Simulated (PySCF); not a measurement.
MgBrI, SMILES [Mg]([Br])[I]. Atoms are numbered in the order given.

```xyz
3

Mg     0.0000     0.0000     0.5262
Br     0.0000     0.0000     2.8481
I      0.0000     0.0000    -2.0000
```
Charge 0, spin multiplicity 1.

Geometry: PBE0-D3(BJ)/def2-TZVP. The def2 effective core potentials stand for the cores of I; spin–orbit coupling is left out.

These are ωB97X/def2-TZVPD run with PySCF values and carry that method's errors.

Mulliken values depend strongly on the basis, most of all with diffuse functions as here. ESP charges are fitted to the potential on shells at 1.4 to 2.0 van der Waals radii. Atomic charges (e):

```tsv
atom	Mulliken	ESP fit
Mg1	0.62	?
Br2	-0.40	?
I3	-0.21	?
```

**Question.** Some entries are withheld; supply them. (Estimate from the structure and the level; the computed values follow.)

**Answer.** 
- Mg1, ESP fit: 0.68
- Br2, ESP fit: -0.37
- I3, ESP fit: -0.32
